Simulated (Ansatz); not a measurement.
Species: SiBr₃, charge -1, multiplicity 1. It need not be the lowest isomer of its formula. Whether it binds its extra electron was not tested at this geometry. 
Geometry from a B3LYP-D3(BJ)/def2-TZVP (Ansatz, a quantum-chemistry and plane-wave program) optimisation:
```xyz
4

Br     2.0582    -0.4897    -0.1388
Si     0.0000    -0.0046     1.0240
Br    -1.4537    -1.5367    -0.1434
Br    -0.6045     2.0282    -0.1274
```
Charge -1, spin multiplicity 1.

Basis-set convergence of Hartree-Fock and CCSD(T) correlation energies (hartree) with Ansatz. Valence correlation only, unless marked. No spin-orbit coupling. Frozen are the shells of the preceding noble gas and the d and f shells that filled before the atom's block. Non-relativistic.

```json
[
 {"basis": "def2-SVPD", "functions": "147", "E(HF)": "-8005.34873", "E(corr, CCSD(T))": "-0.53074"},
 {"basis": "def2-TZVPPD", "functions": "219", "E(HF)": "-8006.38667", "E(corr, CCSD(T))": "-0.67879"},
 {"basis": "def2-QZVPPD", "functions": "370", "E(HF)": "-8006.54133", "E(corr, CCSD(T))": "-0.74320"}
]
```

Extrapolating the two largest sets (X = 3 and 4) as X^-3: E(corr) = (64·(-0.74320) - 27·(-0.67879))/37 = -0.7902 Eh, an estimate of the basis-set limit. The largest set recovers 94.1 % of it, the smallest 67.2 %.
